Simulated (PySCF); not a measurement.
These 3 structures share the formula C7H9NO2. The calculation used PBE0-D3(BJ)/def2-SVP geometry optimisation, gas phase (PySCF). One conformer each; no zero-point energy, no entropy. No frequencies were run at this level. Point groups hold within 0.08 Å.

Question: Rank from lowest to highest electronic energy at this level (kJ/mol).
A. `[O:1]=[CH:2]/[CH:3]=[C:4]1/[CH2:5][C@@H:6]1[CH2:7][NH:8][CH:9]=[O:10]` with O1–C2–C3–C4 -12°, C5–C6–C7–N8 -154°, C6–C7–N8–C9 -123°, C7–N8–C9–O10 -5°
B. `[CH3:1]/[CH:2]=[C:3](/[CH3:4])[C@@H:5]([C:6]#[N:7])[O:8][CH:9]=[O:10]` with C2–C3–C5–C6 -65°, C3–C5–O8–C9 76°, C5–O8–C9–O10 1°
C. `[NH2:1][C:2](=[O:3])[C@@H:4]1[CH2:5][CH:6]=[CH:7][C:8](=[O:9])[CH2:10]1` with H–N1–C2–O3 3° and 179°, N1–C2–C4–C5 -156°, C2–C4–C5–C6 -168°, C4–C5–C6–C7 19°, C6–C7–C8–O9 -178°, C7–C8–C10–C4 -34°

Answer: C (0.0), B (169.3), A (189.0).

As drawn, the highest has a three-membered ring, which the lowest lacks.

```csv
SMILES,E (Eh),E rel (kJ/mol),dipole (D),point group,"A, B, C (MHz)"
NC(=O)[C@@H]1CC=CC(=O)C1,-476.50348,0.0,2.98,C1,"2468, 921.9, 729.5"
C/C=C(/C)[C@@H](C#N)OC=O,-476.43900,169.3,2.61,C1,"1481, 1136, 975.9"
O=C/C=C1/C[C@@H]1CNC=O,-476.43148,189.0,5.53,C1,"2061, 872.0, 633.4"
```
